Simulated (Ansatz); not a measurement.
Relaxation of GeH7NO2Si (12 atoms, charge 0, multiplicity 1), to a largest force component of 0.015 eV/Å in at most 40 steps.

Theory: RHF/def2-SVP (Ansatz 0.2.0).

```xyz
12
Properties=species:S:1:pos:R:3:forces:R:3
N -0.728 1.084 1.980 -1.05 3.34 -1.75
Si -0.517 0.386 0.360 2.78 0.73 1.75
O -0.058 1.606 -0.765 3.45 -0.44 3.09
O 0.784 -0.804 0.483 -3.16 1.91 -1.88
Ge 0.695 -1.698 -1.094 1.30 -1.11 0.42
H -1.478 1.908 1.836 2.47 -2.81 0.78
H 0.148 1.591 2.244 -1.35 -0.88 -0.08
H -1.742 -0.191 -0.099 -0.59 -0.31 -0.34
H 0.865 1.920 -0.381 -3.61 -0.89 -1.98
H -0.688 -2.354 -1.278 0.16 0.16 0.09
H 0.997 -0.714 -2.219 -0.08 0.03 -0.08
H 1.797 -2.789 -1.033 -0.32 0.27 -0.01
```

Where does it end, and by what steps?

It converged. The force dipped under the threshold on the way, but the program's further checks kept it going. After 29 steps the energy has fallen by 1.717 eV; H11 moved furthest, 1.09 Å. Parted: Si2–Ge5.

| step | energy less start (eV) | largest force component (eV/Å) | accepted |
| --- | --- | --- | --- |
| 0 | 0.0000 | 3.606 | yes |
| 2 | -1.4090 | 0.691 | yes |
| 4 | -1.6351 | 0.318 | yes |
| 6 | -1.6840 | 0.182 | yes |
| 8 | -1.6911 | 0.210 | yes |
| 10 | -1.7110 | 0.106 | yes |
| 12 | -1.7129 | 0.042 | yes |
| 14 | -1.7138 | 0.057 | yes |
| 16 | -1.7143 | 0.041 | yes |
| 18 | -1.7151 | 0.061 | yes |
| 20 | -1.7156 | 0.036 | yes |
| 22 | -1.7160 | 0.005 | yes |
| 24 | -1.7163 | 0.044 | yes |
| 26 | -1.7166 | 0.009 | yes |
| 28 | -1.7167 | 0.019 | yes |
| 29 | -1.7167 | 0.010 | yes |

```xyz
12
Properties=species:S:1:pos:R:3
N -0.256 1.291 1.814
Si -0.731 0.611 0.317
O -0.595 1.734 -0.882
O 0.256 -0.669 0.079
Ge 0.848 -1.828 -1.105
H -0.740 2.060 2.233
H 0.217 0.730 2.495
H -2.136 0.177 0.233
H 0.176 2.280 -0.891
H -0.314 -2.264 -2.004
H 1.949 -1.159 -1.934
H 1.404 -3.018 -0.322
```

Run time: 59 s on 2 threads of Arm Neoverse V2 (shared host), peak memory 0.31 GiB.
